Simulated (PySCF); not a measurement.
BHFBr, SMILES FBBr.

Geometry optimised at B3LYP-D3(BJ)/def2-TZVP.

Method: HF/def2-TZVPD (PySCF).

- total energy = -2697.26629 hartree
- point group = Cs
- highest occupied level = -11.78 eV
- lowest empty level = 1.18 eV
- orbital gap = 12.96 eV
- dipole moment = 0.209 e·Å
- quadrupole, principal values (traceless, Buckingham form, about the centre of nuclear charge) = -4.17, 1.76, 2.40 D·Å
- mean static polarisability = 34.0 bohr³ (5.04 Å³)
- polarisability, principal values = 28.9, 31.6, 41.6 bohr³
